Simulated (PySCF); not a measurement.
Mg (magnesium, neutral) across methods

[Ne] 3s1 3d1, high-spin 3D determinant (an excited configuration). Computed with PySCF 2.14 in dyall-av3z (20s13p6d4f, 117 functions), with no relativity, point nucleus.

| method | E (hartree) | mean ε 2p β (eV) | mean ε 3s α (eV) | mean ε 3d α (eV) | Σ⟨r²⟩ (bohr²) | ⟨S²⟩ |
| --- | --- | --- | --- | --- | --- | --- |
| wB97M-V | -199.8056 | -56.227 | -9.264 | -0.049 | 40.88 | 2.000 |
| PBE | -199.7221 | -49.876 | -6.660 | 0.570 | 40.98 | 2.000 |
| PBE0 | -199.7333 | -53.980 | -7.437 | 0.268 | 41.13 | 2.000 |
| r2SCAN | -199.8114 | -51.316 | -6.816 | 0.679 | 41.10 | 2.000 |
| UHF | -199.38221 | -65.137 | -9.354 | -0.328 | 41.86 | 2.000 |
| LDA | -198.8984 | -49.995 | -6.797 | 0.756 | 40.75 | 2.000 |
| PW91 | -199.8258 | -50.017 | -6.709 | 0.561 | 40.89 | 2.000 |

Estimate the same row for wB97X-V.

E (hartree) = -199.7810; mean ε 2p β (eV) = -56.159; mean ε 3s α (eV) = -9.242; mean ε 3d α (eV) = -0.595; Σ⟨r²⟩ (bohr²) = 41.06; ⟨S²⟩ = 2.000.

The outer electron is Rydberg-like, and this basis confines it to a smaller radius and binds it less than a complete one would.

The highest occupied level is positive at PBE, PBE0, r2SCAN, LDA, PW91: only the finite basis holds that electron, which in a density functional comes from self-interaction.
